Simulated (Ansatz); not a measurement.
Program: Ansatz. Geometries: PBE0-D4/def2-TZVP. ΔE: electronic, gas phase. CCSD(T)/CBS adds triple-zeta CCSD(T) − MP2 to the extrapolated MP2 energy (def2 sets, frozen cores). Functionals use def2-TZVPP. B3LYP here is the variant with VWN-RPA as its local correlation; programs differ in this. Each species was taken in one conformer, which may not be the lowest.

Consider the isomerisation: `C=C[Si](O)(O)O` → `O=CC(O)[SiH2]O`.

```
             level  ΔE (kJ/mol)  difference from CCSD(T)/CBS
            PBE-D4        297.3                        -50.2
           PBE0-D4        316.8                        -30.7
          B3LYP-D4        327.3                        -20.2
            r2SCAN        325.2                        -22.3
              PBE0        315.7                        -31.8
     HF/def2-TZVPP        351.9                          4.4
SCS-MP2/def2-TZVPP        341.9                         -5.6
   CCSD/def2-TZVPP        344.2                         -3.3
    MP2/def2-QZVPP        354.0                          6.5
    CCSD/CBS(def2)        352.6                          5.1
       CCSD(T)/CBS        347.5                            0
```

Largest T1 diagnostic among the species: 0.014.

In def2-TZVPP, CCSD(T) changes the Hartree–Fock value by −12.8 kJ/mol (the triples alone add −5.1 kJ/mol) and MP2 by −3.3 kJ/mol. From PBE to PBE0 (25 % exact exchange), in def2-TZVPP and without D4, ΔE moves by +19.6 kJ/mol.
